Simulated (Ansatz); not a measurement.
Ansatz results at the PBE0-D4/def2-TZVP geometry: HOMO energy (B3LYP/def2-TZVPP) -6.08 eV; LUMO energy (ωB97M-V/def2-TZVPP) -0.99 eV; size of the dipole moment (B3LYP/def2-TZVPP) 2.85 D.

Each molecule was computed in one conformer, which needn't be the lowest.

**Question.** Which molecule gave them?
A. `C[CH](C)[Sn][CH](C)C`
B. `[F][Sn][Br]`
C. `C[CH](C)[Sn][Cl]`
D. `C[O][Sn][CH3]`

**Answer.** C. The others give `C[O][Sn][CH3]`: -6.26, -0.40, 1.33; `[F][Sn][Br]`: -7.87, -1.25, 3.44; `C[CH](C)[Sn][CH](C)C`: -5.46, -0.61, 0.51.

B3LYP here is the variant with VWN-RPA as its local correlation; programs differ in this.
